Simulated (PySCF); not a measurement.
Saddle point of BH3OF2, closed shell (BHF₂ ([F][BH][F]) + H₂O → BHOF₂ ([OH][B]([F])[F]) + H₂; bonds formed: H2–H5; dative contacts that become bonds: B1–O6; bonds broken: B1–H2, H5–O6), PBE0-D4/def2-TZVP structure:

```
7
angstrom
B -0.3798 -0.3287 -0.1462
H 0.2736 0.1181 -1.2793
F -0.4693 -1.6586 -0.1976
F -1.5078 0.3873 0.0153
H 0.8474 0.3849 -0.4343
O 0.7586 0.1580 0.7745
H 0.4776 0.9391 1.2675
```

Energies are electronic, without zero-point energy. Barriers and step energies count from the start structure reached by relaxing down the imaginary mode; all methods use the PBE0-D4 structures, on which another method's saddle can fall below an end. PySCF 2.14 with density fitting (its default auxiliary sets; JK sets also for MP2 and CCSD(T)); basis: def2-TZVPP, with def2-QZVPP for the basis limit; cores frozen in the correlated methods. B3LYP uses VWN-RPA correlation. Extrapolation: Hartree–Fock as exp(−7.88 √X), correlation as X^−2.97.

```json
{"method": "SPW92", "barrier (eV)": "?", "step energy (eV)": "-0.574"}
{"method": "PBE-D4", "barrier (eV)": "?", "step energy (eV)": "-0.776"}
{"method": "r2SCAN-D4", "barrier (eV)": "1.078", "step energy (eV)": "-0.828"}
{"method": "PBE0-D4", "barrier (eV)": "1.124", "step energy (eV)": "-0.767"}
{"method": "B3LYP-D4", "barrier (eV)": "1.234", "step energy (eV)": "-0.866"}
{"method": "BHLYP-D4", "barrier (eV)": "?", "step energy (eV)": "-0.849"}
{"method": "wB97M-V", "barrier (eV)": "1.251", "step energy (eV)": "-0.792"}
{"method": "HF", "barrier (eV)": "1.751", "step energy (eV)": "-1.004"}
{"method": "MP2", "barrier (eV)": "1.265", "step energy (eV)": "-0.816"}
{"method": "CCSD", "barrier (eV)": "1.381", "step energy (eV)": "-0.816"}
{"method": "CCSD(T)", "barrier (eV)": "1.309", "step energy (eV)": "-0.803"}
```

Question: Fill in the withheld barriers. (To be estimated.)

Answer: Computed: SPW92 0.787; PBE-D4 0.984; BHLYP-D4 1.408 eV. Each is the energy of the saddle less that of the start structure, by the same method.

For comparison, the barrier by CCSD(T) at an estimated basis limit (MP2 extrapolated from triple and quadruple zeta, plus CCSD(T) − MP2 in triple zeta) is 1.309 eV.

The T1 diagnostic stays at or below 0.013.

The step is the kind of ligand exchange by which a precursor binds to a hydroxyl group, or is hydrolysed, in atomic layer deposition of oxides.

Labels in which every atom is bracketed show which atoms are joined, not bond orders.

For scale, one of the runs: CCSD(T)/def2-TZVPP, 166 basis functions, launched by `OMP_NUM_THREADS=4 python run.py`. The run took 3.5 min on 4 CPU threads of an Arm Neoverse V1 (shared host), with 1.8 GiB of host memory at its peak.
